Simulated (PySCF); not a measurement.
Molecule: `C=CC/C(C)=C/CCl`, C₇H₁₁Cl.

Bonds (- single, = double, # triple, : aromatic): C1=C2, C2-C3, C3-C4, C4-C5, C4=C6, C6-C7, C7-Cl8. C1 carries H9, H10; C2 carries H11; C3 carries H12, H13; C5 carries H14, H15, H16; C6 carries H17; C7 carries H18, H19. Stereochemistry as in C=CC/C(C)=C/CCl. H10 is cis to C3; H9 is trans to C3.

Frames of a GFN2-xTB Langevin trajectory at 600 K; GIAO PBE0/pcSseg-1 shieldings in PySCF 2.14, gas phase, non-relativistic; equivalent atoms averaged within each frame.

Scale: TMS for 13C (186.93 ppm), 1H (31.72 ppm); 35Cl (949.78 ppm) vs HCl (reference shieldings calculated alike). The references are static minima.

Task: How do the shifts (ppm) fluctuate along the trajectory?

Result: 
```csv
time (fs),C2,C4,C6,C1,C7,C3,C5,Cl8,H11,H10
250,147.6,140.1,132.1,122.4,53.5,44.3,26.7,113,6.17,5.81
425,146.1,143.2,128.1,123.7,46.1,51.9,14.7,112,6.35,5.22
625,146.4,155.6,123.6,130.5,60.2,48.2,26.4,170,5.57,6.39
800,142.2,165.5,139.1,127.1,47.4,51.3,25.4,113,6.14,5.77
1000,151.0,157.4,126.7,125.0,36.5,39.3,21.6,60,6.83,5.84
mean of frames,146.7,152.3,129.9,125.7,48.7,47.0,23.0,114,6.21,5.81
standard deviation,3.2,10.5,6.0,3.2,8.8,5.3,5.0,39,0.45,0.42
```

5 frames give an uncertainty of the mean of about the standard deviation over 2.2 at best, since frames this close in time may not be independent; classical motion lacks zero-point vibration, and the reference would need the same averaging.
